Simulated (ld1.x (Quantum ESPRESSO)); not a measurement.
**lithium, TM: configuration errors across variants**

ld1.x (Quantum ESPRESSO) 7.5 input, shortened:

```
&input
   title='Li', zed=3., rel=0, dft='PZ', iswitch=3,
   config='[He] 2s1 2p0 3d-2'
 /
 &inputp
   pseudotype=2, tm=.true., lloc=-1, rcloc=1.85,
   nlcc=.false.
 /
3
1S  1  0   2.00   0.00  0.55  0.55  0.0
2P  2  1   0.00   0.00  4.20  4.20  0.0
3D  3  2  -2.00   0.45  4.00  4.00  0.0
 &test
   configts(1)='1s2 2s1 2p0'
 /
```

Occupied shells without a wave of their own: 2s. They enter only through the test configuration that unscreens the potential.

All-electron excitation energies from the reference (eV): (1) 1s2 2s0 2p0 5.239; (2) 1s2 2s0.5 2p0 2.044; (3) 1s2 2s0 2p1 1.753; (4) 1s1 2s1 2p0 67.372; (5) 1s2 2s0.5 2p0 spin 1.953.

Spin tests fill each open shell by Hund’s rule, majority spin first.

For the base: The 2s level has no wave, so the channel is fitted at the deeper level alone: the likely source of the large errors.

The file “local potential all-electron potential smoothed inside 2.86 bohr (lloc = -1)” misses its own reference levels by 0.3 eV. The file “local potential all-electron potential smoothed inside 3.44 bohr (lloc = -1)” misses its own reference levels by 0.4 eV. The file “local potential all-electron potential smoothed inside 3.98 bohr (lloc = -1)” misses its own reference levels by 1.5 eV. The file “local potential all-electron potential smoothed inside 4.86 bohr (lloc = -1)” misses its own reference levels by 1.8 eV.

Errors AE − PS in meV (a dash: test not solved or not reliable):

```tsv
change	(1)	(2)	(3)	(4)	(5)	bound ghosts
base	+200	+78	+122	-244	+76	none
local potential all-electron potential smoothed inside 1.68 bohr (lloc = -1)	+127	–	+75	-164	+48	none
local potential all-electron potential smoothed inside 2.86 bohr (lloc = -1)	+536	+213	+341	-489	+206	none
local potential all-electron potential smoothed inside 3.44 bohr (lloc = -1)	+692	+276	+444	-551	+267	none
local potential all-electron potential smoothed inside 3.98 bohr (lloc = -1)	+2328	+945	+1491	-1420	+910	none
local potential all-electron potential smoothed inside 4.86 bohr (lloc = -1)	+2873	+1172	+1846	-1513	+1127	none
```

Problem. Give the same row for: local potential all-electron potential smoothed inside 2.44 bohr (lloc = -1).

Solution. +424, –, +268, -427, +162; bound ghosts: none.
